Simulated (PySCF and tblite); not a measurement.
Results of a calculation; reference values are marked as such.
**Barrier and rate of a rotation**

System: C5H7FO2, numbered as in [CH3:1][C:2](=[O:3])/[C:4]([F:5])=[C:6](\[CH3:7])[OH:8].

Motion: rotation about the C2–C4 bond (torsion C1–C2–C4–F5 from 0° to 180°, rising). Geometries: GFN2-xTB; energies: PBE0/pcSseg-1 + D3(BJ); zero-point and thermal terms from GFN2-xTB harmonic modes (soft modes blended into free rotors). Rates follow Eyring's equation with the number of equivalent paths and no tunnelling. (PySCF 2.14 with density fitting, tblite 0.8.)

```
 point  symmetry  E(GFN2) kcal/mol  E(DFT) kcal/mol  ZPE change kcal/mol  lowest mode cm⁻¹  dipole D
 start        Cs               0.0              0.0                 0.00                53      1.96
saddle        C1              11.2             13.4                -0.31               73i      2.73
   end        Cs               7.0              5.7                 0.32                48      4.27
```

| Item | Value |
| --- | --- |
| Electronic barrier | 13.4 kcal/mol |
| Barrier with zero-point energy | 13.1 kcal/mol |
| ΔH‡ (298 K) | 12.8 kcal/mol |
| ΔS‡ (298 K, symmetry apart) | -2.1 cal/(mol K) |
| Paths | 2 equivalent paths |
| End point | a different minimum |
| Mean lifetime of the start against this motion at 298 K | 530 µs |
| Cost | 54 s on 1 thread of Intel Xeon 6975P-C, shared host (rough), peak memory 0.78 GiB, launched as `OMP_NUM_THREADS=1 python ens_run.py task.json out` |

```csv
T/K,ΔG‡ kcal/mol,k s⁻¹,ΔG kcal/mol,k back s⁻¹
150,13.2,3.4×10⁻⁷,6.2,328
200,13.3,0.026,6.2,1.7×10⁵
250,13.3,23,6.3,7.2×10⁶
298,13.4,1890,6.3,8.5×10⁷
350,13.5,5.7×10⁴,6.4,5.7×10⁸
400,13.6,6.6×10⁵,6.5,2.3×10⁹
500,13.7,2.1×10⁷,6.6,1.6×10¹⁰
```

ΔG and ΔG‡ leave out symmetry numbers and mirror images; rates count paths: 2 out, 2 back.
